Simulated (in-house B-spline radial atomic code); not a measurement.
Radial electron density of the cerium ion Ce²⁺, [Xe] 4f1 6p1. Level of theory: scalar-relativistic (X2C) Hartree-Fock, spin-polarised, averaged over the determinants with the given up and down occupations, Fermi nucleus of rms radius 4.8771 fm; calculated with a radial B-spline atomic code at the basis-set limit.

One-electron X2C: radii and densities carry no picture-change correction, so inner-shell <1/r> comes out high (for 1s by about 2 % at Z = 33, 5 % at 54, 10 % at 75, 30 % at 118) and <r> low.

Columns: r (bohr), 4πr²n(r) (electrons per bohr), bar.

```
0.000684    2.336 #
0.000859    3.315 #
 0.00108    4.693 ##
 0.00136    6.621 ###
  0.0017    9.173 ####
 0.00214    12.72 ######
 0.00269     17.4 ########
 0.00338    23.43 ##########
 0.00424    30.91 ##############
 0.00533    39.91 ##################
  0.0067    50.01 ######################
 0.00842    60.32 ###########################
  0.0106    69.53 ###############################
  0.0133    75.68 ##################################
  0.0167    77.39 ##################################
   0.021    74.42 #################################
  0.0263    69.17 ###############################
  0.0331    66.37 #############################
  0.0416    71.26 ################################
  0.0522    84.09 #####################################
  0.0656    97.28 ###########################################
  0.0824    99.07 ############################################
   0.104     86.4 ######################################
    0.13    74.03 #################################
   0.163    76.46 ##################################
   0.205    86.18 ######################################
   0.258    77.74 ###################################
   0.324    49.94 ######################
   0.407    31.52 ##############
   0.512    34.02 ###############
   0.643    35.78 ################
   0.808    25.02 ###########
    1.01     13.8 ######
    1.27    9.242 ####
     1.6    7.234 ###
    2.01    4.241 ##
    2.53    1.605 #
    3.18   0.5431 
    3.99   0.3595 
    5.01   0.2537 
     6.3   0.1024 
    7.91  0.02019 
    9.94 0.001656 
    12.5 4.61e-05 
    15.7 3.506e-07
```

On this grid the curve has 4 maxima, near 0.0167, 0.0824, 0.205, 0.643 bohr.

The 6p up radial function P(r) = rR(r), positive near the nucleus:

```
r (bohr)          P
  0.0017  0.0006949
 0.00269   0.001478
 0.00424   0.003137
  0.0067   0.006629
  0.0106    0.01365
  0.0167     0.0264
  0.0263    0.04605
  0.0416    0.06673
  0.0656    0.06461
   0.104   0.005145
   0.163   -0.08583
   0.258   -0.06923
   0.407     0.1048
   0.643     0.1125
    1.01     -0.169
     1.6    -0.2188
    2.53     0.2231
    3.99     0.5667
     6.3     0.3199
    9.94    0.04069
    15.7  0.0005921
```
